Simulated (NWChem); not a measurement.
System: BSiH₃Cl₂; SMILES [SiH3]B(Cl)Cl

Program: NWChem. All runs use the structure optimised with PBE0/def2-SVP.

Problem. Predict the results for BP86/def2-SVP. Quantities: highest occupied level (eV); orbital gap (eV); dipole (D).

Solution. 
- highest occupied level (eV): -7.11
- orbital gap (eV): 4.17
- dipole (D): 0.05
